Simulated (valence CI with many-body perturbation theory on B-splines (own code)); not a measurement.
**Energy levels of Ba⁵⁰⁺**

Computed by valence CI with perturbative core correlation (CI+MBPT): four valence electrons over a frozen Dirac-Fock core [He], a basis of 9 s, 9 p, 8 d, 6 f, 3 g, 1 h functions for each j, with the one-electron correlation potential Σ1, the two-electron term Σ2, the three-electron term Σ3, Breit, model QED; selected CI, second order for the rest (own B-spline code, finite nucleus).

No measured spectrum was set against this ion. As an estimate, large intervals hold to a few tenths of a per cent, small ones and those within an open d or f shell to about a per cent.

Levels 1 to 41 of 41, with energies above the lowest level, (2s^2 2p1/2^2) J=0. "Leading %" is the weight of the configuration and term that name the level; weights of strongly mixed levels are sums over their largest components and can fall short. In the jj column 3d3/2^4 stands for four electrons in 3d with j = 3/2. Lifetimes count E1, E2, E3, M1 and M2 decay at the calculated energies, and are blank where another channel may lead or the interval is too uncertain; long ones can be off by a factor of two.

| No. | Configuration | Term | J | E (eV) | Leading % | Lifetime | Second component | Leading jj |
| --- | --- | --- | --- | --- | --- | --- | --- | --- |
| 1 | 2s²2p² | ³P | 0 | 0.0 | 70 |  | 30 % 2s²2p² ¹S | 2s^2 2p1/2^2 (100 %) |
| 2 | 2s²2p² | ³P | 1 | 392.8 | 100 | 2.53 ns |  | 2s^2 2p1/2 2p3/2 (100 %) |
| 3 | 2s²2p² | ¹D | 2 | 408.9 | 63 | 1.57 μs | 37 % 2s²2p² ³P | 2s^2 2p1/2 2p3/2 (100 %) |
| 4 | 2s2p³ | ³P° | 2 | 588.9 | 45 | 64.1 ps | 33 % 2s2p³ ⁵S° | 2s 2p1/2^2 2p3/2 (98 %) |
| 5 | 2s2p³ | ³D° | 1 | 652.2 | 35 | 906 fs | 27 % 2s2p³ ¹P° | 2s 2p1/2^2 2p3/2 (99 %) |
| 6 | 2s²2p² | ³P | 2 | 815.0 | 63 | 720 ps | 36 % 2s²2p² ¹D | 2s^2 2p3/2^2 (99 %) |
| 7 | 2s²2p² | ¹S | 0 | 857.6 | 69 | 559 ps | 30 % 2s²2p² ³P | 2s^2 2p3/2^2 (99 %) |
| 8 | 2s2p³ | ⁵S° | 2 | 964.1 | 48 | 4.16 ps | 48 % 2s2p³ ³D° | 2s 2p1/2 2p3/2^2 (98 %) |
| 9 | 2s2p³ | ³D° | 3 | 1000.3 | 100 | 4.42 ps |  | 2s 2p1/2 2p3/2^2 (100 %) |
| 10 | 2s2p³ | ³P° | 0 | 1039.6 | 100 | 1.12 ps |  | 2s 2p1/2 2p3/2^2 (100 %) |
| 11 | 2s2p³ | ³S° | 1 | 1055.3 | 46 | 589 fs | 41 % 2s2p³ ³D° | 2s 2p1/2 2p3/2^2 (99 %) |
| 12 | 2s2p³ | ¹D° | 2 | 1065.5 | 73 | 596 fs | 21 % 2s2p³ ³D° | 2s 2p1/2 2p3/2^2 (98 %) |
| 13 | 2s2p³ | ³P° | 1 | 1068.9 | 55 | 807 fs | 32 % 2s2p³ ¹P° | 2s 2p1/2 2p3/2^2 (99 %) |
| 14 | 2p⁴ | ³P | 2 | 1275.8 | 69 | 626 fs | 30 % 2p⁴ ¹D | 2p1/2^2 2p3/2^2 (99 %) |
| 15 | 2p⁴ | ¹S | 0 | 1321.9 | 61 | 518 fs | 38 % 2p⁴ ³P | 2p1/2^2 2p3/2^2 (98 %) |
| 16 | 2s2p³ | ³P° | 2 | 1432.2 | 52 | 1.17 ps | 17 % 2s2p³ ¹D° | 2s 2p3/2^3 (98 %) |
| 17 | 2s2p³ | ¹P° | 1 | 1492.1 | 40 | 440 fs | 26 % 2s2p³ ³S° | 2s 2p3/2^3 (99 %) |
| 18 | 2p⁴ | ³P | 1 | 1678.5 | 100 | 391 fs |  | 2p1/2 2p3/2^3 (100 %) |
| 19 | 2p⁴ | ¹D | 2 | 1695.2 | 70 | 420 fs | 30 % 2p⁴ ³P | 2p1/2 2p3/2^3 (100 %) |
| 20 | 2p⁴ | ³P | 0 | 2121.2 | 62 | 296 fs | 38 % 2p⁴ ¹S | 2p3/2^4 (99 %) |
| 21 | 2s²2p3s | ³P° | 0 | 5472.3 | 99 | 16.8 fs |  | 2s^2 2p1/2 3s (99 %) |
| 22 | 2s²2p3s | ³P° | 1 | 5475.2 | 67 | 13.2 fs | 32 % 2s²2p3s ¹P° | 2s^2 2p1/2 3s (99 %) |
| 23 | 2s²2p3p | ³D | 1 | 5531.7 | 73 | 1.23 ps | 23 % 2s²2p3p ¹P | 2s^2 2p1/2 3p1/2 (99 %) |
| 24 | 2s²2p3p | ³P | 0 | 5562.9 | 68 | 428 fs | 30 % 2s²2p3p ¹S | 2s^2 2p1/2 3p1/2 (99 %) |
| 25 | 2s2p²3s | ⁵P | 1 | 5640.4 | 32 | 23.1 fs | 20 % 2s2p²3s ³S | 2s 2p1/2^2 3s (70 %) |
| 26 | 2s²2p3p | ³D | 2 | 5664.6 | 54 | 809 fs | 30 % 2s²2p3p ¹D | 2s^2 2p1/2 3p3/2 (99 %) |
| 27 | 2s²2p3p | ³P | 1 | 5673.1 | 33 | 61.1 fs | 22 % 2s²2p3p ³S | 2s^2 2p1/2 3p3/2 (70 %) |
| 28 | 2s2p²3s | ³P | 0 | 5675.0 | 70 | 18.5 fs | 28 % 2s2p²3s ¹S | 2s 2p1/2^2 3s (98 %) |
| 29 | 2s2p²3p | ³P° | 1 | 5710.5 | 28 | 2.85 fs | 21 % 2s2p²3p ⁵D° | 2s 2p1/2^2 3p1/2 (86 %) |
| 30 | 2s²2p3d | ³F° | 2 | 5712.6 | 74 | 12.1 fs | 20 % 2s²2p3d ¹D° | 2s^2 2p1/2 3d3/2 (100 %) |
| 31 | 2s2p²3p | ⁵D° | 0 | 5713.2 | 48 | 324 fs | 47 % 2s2p²3p ³P° | 2s 2p1/2^2 3p1/2 (98 %) |
| 32 | 2s²2p3d | ³D° | 1 | 5736.1 | 45 | 2.28 fs | 27 % 2s²2p3d ¹P° | 2s^2 2p1/2 3d3/2 (86 %) |
| 33 | 2s²2p3d | ³P° | 2 | 5756.2 | 46 | 2.06 fs | 35 % 2s²2p3d ³D° | 2s^2 2p1/2 3d5/2 (98 %) |
| 34 | 2s²2p3d | ³F° | 3 | 5759.3 | 48 | 2.24 fs | 30 % 2s²2p3d ¹F° | 2s^2 2p1/2 3d5/2 (100 %) |
| 35 | 2s2p²3p | ³P° | 2 | 5842.0 | 32 | 115 fs | 22 % 2s2p²3p ⁵P° | 2s 2p1/2^2 3p3/2 (97 %) |
| 36 | 2s2p²3p | ³D° | 1 | 5846.5 | 34 | 5.48 fs | 20 % 2s2p²3p ¹P° | 2s 2p1/2^2 3p3/2 (98 %) |
| 37 | 2s2p²3d | ³D | 1 | 5889.3 | 42 | 15.4 fs | 41 % 2s2p²3d ⁵F | 2s 2p1/2^2 3d3/2 (98 %) |
| 38 | 2s²2p3s | ³P° | 2 | 5891.5 | 98 | 21.9 fs |  | 2s^2 2p3/2 3s (98 %) |
| 39 | 2s2p²3d | ³D | 2 | 5894.0 | 30 | 10.2 fs | 22 % 2s2p²3d ⁵F | 2s 2p1/2^2 3d3/2 (94 %) |
| 40 | 2s²2p3s | ¹P° | 1 | 5897.7 | 66 | 10.6 fs | 32 % 2s²2p3s ³P° | 2s^2 2p3/2 3s (98 %) |
| 41 | 2s2p²3d | ³D | 3 | 5931.1 | 34 | 2.25 fs | 20 % 2s2p²3d ⁵D | 2s 2p1/2^2 3d5/2 (98 %) |

The ionisation energy to 2s²2p ²P°1/2 of the next ion comes out as 9739.8 eV (NIST: 9739 ± 4 eV (theoretical)). All 41 levels together are meant to be complete up to 5941.7 eV.
